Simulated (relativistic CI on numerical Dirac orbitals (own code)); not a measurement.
**Radial parameters of Sb¹¹⁺**

Calculated at this level of theory: Dirac-Coulomb-Breit CI, KLI orbitals optimised for each configuration, QED by a radiative potential, unscaled Slater integrals (own radial code, finite nucleus).

Slater integrals F^k, G^k are unscaled and averaged over j, outside the closed core [Ar] 3d10; ζ comes from projecting the Hamiltonian with its Breit term on Σ l·s of the shell.

- 4s²4p⁶4d⁴: F^2(4d,4d) = 116680, F^4(4d,4d) = 78617, ζ(4d) = 5261.8 cm⁻¹; <r>(4d) = 0.8727, <r^2>(4d) = 0.8719 (bohr units).
- 4s²4p⁵4d⁵: ζ(4p) = 52415, F^2(4d,4d) = 116810, F^4(4d,4d) = 78701, F^2(4p,4d) = 122160, G^1(4p,4d) = 155070, G^3(4p,4d) = 97455, ζ(4d) = 5264.7 cm⁻¹; <r>(4p) = 0.7976, <r^2>(4p) = 0.7195, <r>(4d) = 0.8715, <r^2>(4d) = 0.8696 (bohr units).
- 4s²4p⁶4d³4f: F^2(4d,4d) = 116860, F^4(4d,4d) = 78728, ζ(4d) = 5315.1, F^2(4d,4f) = 106400, F^4(4d,4f) = 69433, G^1(4d,4f) = 126670, G^3(4d,4f) = 80865, G^5(4d,4f) = 57609, ζ(4f) = 222.54 cm⁻¹; <r>(4d) = 0.8711, <r^2>(4d) = 0.869, <r>(4f) = 1.004, <r^2>(4f) = 1.172 (bohr units).

Task: Give the Racah parameters of the d shell in 4s²4p⁶4d⁴.

Result: B = F²/49 − 5F⁴/441 = 1490 cm⁻¹ and C = 35F⁴/441 = 6239 cm⁻¹.

Averages of the first 10 configurations, taken without configuration mixing, which lowers the lowest level and can move excited configurations by several eV; other configurations of the list can lie among them:

| Configuration | Parity | States | Average energy above the lowest level (eV) |
| --- | --- | --- | --- |
| 4s²4p⁶4d⁴ | even | 210 | 7.6 |
| 4s²4p⁵4d⁵ | odd | 1512 | 87.2 |
| 4s²4p⁶4d³4f | odd | 1680 | 90.3 |
| 4s²4p⁶4d³5s | even | 240 | 78.0 |
| 4s4p⁶4d⁵ | even | 504 | 143.3 |
| 4s²4p⁶4d³5p | odd | 720 | 96.0 |
| 4s²4p⁶4d²4f5s | odd | 1260 | 162.0 |
| 4s²4p⁶4d³5d | even | 1200 | 123.3 |
| 4s²4p⁶4d²5s5p | odd | 540 | 169.7 |
| 4s4p⁶4d⁴4f | odd | 5880 | 225.2 |
